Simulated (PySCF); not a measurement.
C₈H₁₆BP.
Geometry (PBE0-D3(BJ)/def2-SVP, Å), atoms numbered from 1 in this order:
```xyz
26
C8H16BP angstrom
B      0.351    2.622   -0.098
P      0.279    0.799    0.499
C     -1.212   -0.229    0.041
C     -1.155   -1.599    0.705
C     -1.207   -0.369   -1.484
C     -2.449    0.547    0.500
C      1.118    0.147    1.931
C      1.706   -0.239    0.805
C      2.819   -0.960    0.243
C      3.028   -1.048   -1.078
H      1.465    2.997    0.230
H      0.178    2.561   -1.309
H     -0.563    3.187    0.487
H     -1.140   -1.523    1.803
H     -2.044   -2.184    0.419
H     -0.264   -2.167    0.395
H     -0.340   -0.953   -1.831
H     -1.184    0.611   -1.981
H     -2.119   -0.896   -1.811
H     -3.360   -0.001    0.207
H     -2.491    1.548    0.044
H     -2.467    0.672    1.594
H      1.209    0.107    3.016
H      3.506   -1.438    0.950
H      2.351   -0.562   -1.787
H      3.882   -1.594   -1.484
```

Computed with PySCF at PBE0/pcSseg-1, non-relativistic, on one gas-phase PBE0-D3(BJ)/def2-SVP geometry that isn't relaxed in the solvent. The solvent is an IEF-PCM continuum (cavity from Bondi-type radii × 1.2). Specific hydrogen bonds and non-electrostatic terms are outside this model.

Gas phase at PBE0/pcSseg-1: HOMO -7.24 eV, LUMO -1.83 eV, dipole 5.37 D.

Q: What does the continuum do to the energy, the frontier levels and the dipole at PBE0/pcSseg-1 in chloroform and dimethylsulfoxide?

A: 
```csv
solvent,ε,E(solvent) − E(gas) (kJ/mol),polarisation term (kJ/mol),distortion of the solute (kJ/mol),HOMO (eV),LUMO (eV),dipole (D)
chloroform,4.711,-23.19,-26.89,3.70,-7.18,-1.63,6.65
dimethylsulfoxide,46.83,-32.51,-39.94,7.43,-7.17,-1.57,7.20
```

The polarisation term is half the interaction of the solute with the surface charges that it induces; the rest is the cost of distorting the solute's density. The sum is the electrostatic part of solvation alone. From chloroform to dimethylsulfoxide the lowering changes by a factor 1.40, Onsager's factor (ε − 1)/(2ε + 1) by 1.36 and ε itself by 9.9.

Q: Which radius a makes the point-dipole formula ΔE = −[(ε − 1)/(2ε + 1)]·μ²/a³ give the value in dimethylsulfoxide, with the gas-phase dipole?

A: μ = 2.114 au and |ΔE| = 0.01238 Eh give a = 2.96 Å; the farthest nucleus lies 4.47 Å from the centroid of the nuclei, so such a sphere wouldn't even hold the nuclei. The formula assumes a rigid point dipole at the centre of a sphere.

Q: Give the dipole vector in the frame of the coordinates (D, pointing from negative to positive charge), gas and dimethylsulfoxide.

A: Gas (0.21, -5.29, 0.94), solvent (0.23, -7.08, 1.33). Its length changes by +34 % and its direction by less than 1°.

Q: Which ESP-fitted charges (PBE0/pcSseg-1) respond most in chloroform (means over atoms taken as equivalent)?

A: 
```tsv
atoms	environment	gas (e)	solvent (e)	change
B1	four-coordinate boron	-0.276	-0.338	-0.062
P2	phosphorus bonded to B and 3 C	+0.346	+0.392	+0.046
C9	alkene CH carbon	-0.218	-0.252	-0.034
C3	sp3 carbon bound to phosphorus	+0.546	+0.580	+0.034
C4/C5/C6	methyl carbon	-0.566	-0.593	-0.027
C7	alkene CH carbon	-0.375	-0.401	-0.026
```

Q: Which Mayer bond orders change most in chloroform?

A: 
| bond | length (Å) | gas | solvent | change |
| --- | --- | --- | --- | --- |
| C8–P2 | 1.791 | 0.906 | 0.923 | +0.017 |
| C7–C8 | 1.327 | 1.533 | 1.517 | -0.016 |
| P2–C7 | 1.783 | 0.973 | 0.988 | +0.015 |
| B1–H12 | 1.224 | 0.910 | 0.921 | +0.011 |
| B1–P2 | 1.919 | 0.839 | 0.849 | +0.010 |
| B1–H13 | 1.223 | 0.916 | 0.926 | +0.010 |
| P2–C3 | 1.868 | 0.839 | 0.845 | +0.006 |
| B1–H11 | 1.221 | 0.936 | 0.942 | +0.006 |

Q: How do the nuclear quadrupole coupling constants eQVzz/h respond in chloroform?

A: 
```csv
nucleus,Q (barn),gas (MHz),solvent (MHz),η gas,η solvent
11B at B1,0.04059,1.75,1.56,0.09,0.07
```
